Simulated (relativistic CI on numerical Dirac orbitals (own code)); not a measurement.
**Te51+: sensitivity of the levels to the model**

Base calculation: Dirac-Coulomb-Breit CI, orbitals from a KLI potential per configuration, QED by a radiative potential.

Configurations in the expansion: 1s, 2s, 2p, 3s, 3p, 3d, 4s, 4p, 4d, 4f, 5s, 5p, 5d, 5f, 5g, 6s, 6p, 6d. Levels of other configurations are missing.

The lowest level and the first level of each name with at least 55 % of one term (blank where a level has no safe partner in the second run):

```
     Level  Base (eV)  Shift (eV)
 1s 2S_1/2        0.0         0.0
2p 2P°_1/2    28532.2      -941.0
 2s 2S_1/2    28538.5      -947.2
2p 2P°_3/2    28896.8     -1305.6
3p 2P°_1/2    33931.8     -1231.0
 3s 2S_1/2    33933.7     -1232.8
 3d 2D_3/2    34039.9     -1339.1
3p 2P°_3/2    34040.2     -1339.3
 3d 2D_5/2    34073.6     -1372.7
4p 2P°_1/2    35806.5     -1317.3
 4s 2S_1/2    35807.3     -1318.1
 4d 2D_3/2    35852.0     -1362.8
4p 2P°_3/2    35852.1     -1362.9
4f 2F°_5/2    35866.2     -1376.9
```

(1) One thing was changed in a second run, which moved the levels as shown. Which?
A. configuration mixing switched off
B. QED terms removed
C. Breit term removed
D. non-relativistic limit

Results:

(1) D. Non-relativistic limit. Without relativity the fine structure collapses and s electrons lose their extra binding.
